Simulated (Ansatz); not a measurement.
Species: SiCl, charge 1, singlet. SiCl+ (parent SMILES Cl[Si], singlet).
B3LYP-D3(BJ)/def2-TZVP minimum from Ansatz (a quantum-chemistry and plane-wave program):
```
Si
Cl 1 1.9654
```
Charge +1, spin multiplicity 1.

Total energies in aug-cc-pV(T+d)Z, 10 correlated electrons, 10 frozen orbitals. UHF or UKS for unpaired electrons; spin-orbit terms are left out. Correlated methods leave the cores frozen. No relativity.

```json
[
 {"method": "HF", "program": "Ansatz", "energy (Eh)": "-748.19799", "minus CCSDT(Q) (mEh)": "303.89"},
 {"method": "MP2", "program": "Ansatz", "energy (Eh)": "-748.45930", "minus CCSDT(Q) (mEh)": "42.57"},
 {"method": "CCSD", "program": "Ansatz", "energy (Eh)": "-748.48577", "minus CCSDT(Q) (mEh)": "16.11"},
 {"method": "CCSD(T)", "program": "Ansatz", "energy (Eh)": "-748.50007", "minus CCSDT(Q) (mEh)": "1.81"},
 {"method": "CCSDT(Q)", "program": "Ansatz", "energy (Eh)": "-748.50188", "minus CCSDT(Q) (mEh)": "0.00"}
]
```

Rough core times of Ansatz's runs on a shared machine: CCSD(T) under 20 s, CCSDT(Q) 5 min.
